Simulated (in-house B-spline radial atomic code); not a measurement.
A calculation on Mn⁺: its settings, and results tabulated from the run. Computed with an all-electron radial atomic-structure program (B-spline basis): Dirac-Kohn-Sham B3LYP, spherical fractional occupations, Fermi nucleus of rms radius 3.7057 fm.

Command:
```bash
python run_scf.py task.json out
```
Settings (nuclear radius in fm, mass in u):
```
Z                25
configuration    [Ar] 3d5 4s1
hamiltonian      dirac
method           b3lyp
spin_polarised   False
nucleus          fermi
rms_radius       3.7057
atomic_mass      54.93804
speed_of_light   137.035999084
```

Output (hartree, bohr):
```
 radial grid: 82 intervals, B-splines of order 8, outer radius 60 bohr

 iter        energy (Eh)    residual
    1       -1148.226206    3.78e-01
    2       -1151.670026    4.83e-01
    3       -1157.772741    6.99e-02
    4       -1158.057606    2.57e-02
    5       -1158.076387    6.25e-03
    6       -1158.077104    2.18e-03
    7       -1158.077269    1.52e-03
    8       -1158.077351    6.31e-06
    9       -1158.077351    2.84e-06
   10       -1158.077351    9.15e-08

 total energy                     -1158.07735
 kinetic                            1172.7568
 electron-nucleus                  -2758.9240
 Hartree                             479.9156
 exact exchange                       -9.9538
 exchange-correlation                -41.8720

 first-order corrections (not in the total)
   Gaunt                             0.4490
   retardation                      -0.0392
   frequency dependence             -0.0010
   self-energy                       0.2973
   Uehling                          -0.0246
   Wichmann-Kroll                    0.0001
   recoil                            0.0090

 orbital      occ     eigenvalue          <r>       <r^2>       <1/r>       <r^4>     <1/r^3>       r_max    small
 1s1/2      2.000      -237.8848     0.060899  0.00498768     24.9264 6.40215e-05           -     0.03987  8.07e-03
 2s1/2      2.000       -28.1283     0.278984   0.0919832     5.32843   0.0148086           -      0.2324  1.47e-03
 2p1/2      2.000       -24.1234     0.244946   0.0738828     5.26749   0.0111609           -      0.1867  1.45e-03
 2p3/2      4.000       -23.7383     0.247881   0.0755289     5.18115   0.0116169     409.274      0.1891  1.43e-03
 3s1/2      2.000        -3.6392     0.850668    0.835322     1.66393     1.13306           -      0.7353  3.15e-04
 3p1/2      2.000        -2.4753     0.897388    0.949731     1.53555     1.58741           -      0.7468  2.77e-04
 3p3/2      4.000        -2.4276     0.906347    0.968739     1.51614     1.65222     50.0378      0.7538  2.72e-04
 3d3/2      2.000        -0.5632      1.19326     1.88097     1.13651     9.48214     4.07794      0.7639  1.66e-04
 3d5/2      3.000        -0.5588      1.19896     1.89954     1.13135     9.67654     4.01491      0.7665  1.65e-04
 4s1/2      1.000        -0.4417       2.8338     9.18339    0.457236     135.247           -       2.391  3.45e-05
```

Cost of the run: 2.5 s on 1 thread of Arm Neoverse V1 (shared host).

For the Dirac Hamiltonian the kinetic term is c α·p + (β - 1)c².

Caution: exact exchange at fractional occupations of open shells leaves self-interaction of up to several eV.
